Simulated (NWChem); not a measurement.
Molecule: CH6F2Si2; SMILES [SiH3]C[SiH](F)F

```xyz
11

Si    -0.1325    -2.0026     0.3121
C      0.1629    -0.6740    -1.0190
Si     0.0168     1.0700    -0.3925
F     -1.0573     1.1006     0.8398
F      1.4486     1.5477     0.2271
H      0.2420    -3.3550    -0.2305
H     -1.5801    -2.0226     0.7090
H      0.7120    -1.7136     1.5207
H     -0.5669    -0.8303    -1.8426
H      1.1771    -0.8080    -1.4526
H     -0.4152     2.0897    -1.3946
```
Atoms are numbered in this order, from 1.

Level: PBE-D3(BJ)/def2-SVP (NWChem), optimised geometry, unscaled harmonic frequencies. 

### Question
List the harmonic frequencies with IR intensities, and the thermochemistry.

### Answer
| frequency (cm⁻¹) | IR intensity (km/mol) |
|---|---|
| 25 | 0.3 |
| 109 | 2.2 |
| 142 | 0.1 |
| 220 | 0.3 |
| 286 | 14.9 |
| 369 | 24.8 |
| 470 | 1.7 |
| 548 | 1.0 |
| 662 | 20.3 |
| 712 | 17.9 |
| 739 | 78.7 |
| 797 | 51.9 |
| 809 | 21.0 |
| 861 | 231.2 |
| 909 | 128.6 |
| 916 | 66.6 |
| 921 | 14.6 |
| 923 | 217.1 |
| 994 | 36.4 |
| 1038 | 104.7 |
| 1324 | 13.1 |
| 2167 | 98.2 |
| 2181 | 76.7 |
| 2191 | 88.5 |
| 2222 | 142.5 |
| 2992 | 0.6 |
| 3058 | 0.2 |

```yaml
zero_point_energy: 40.8 kcal/mol
thermal correction to the enthalpy at 298.15 K (with zero-point energy): 46.3 kcal/mol
heat capacity Cv: 26.4 cal/(mol K)
entropy at 298.15 K and 1 atm (symmetry number 1): 87.9 cal/(mol K)
dipole_moment: 2.21 D
```

Rigid rotor and harmonic oscillator; modes under 100 cm⁻¹ make the entropy uncertain.
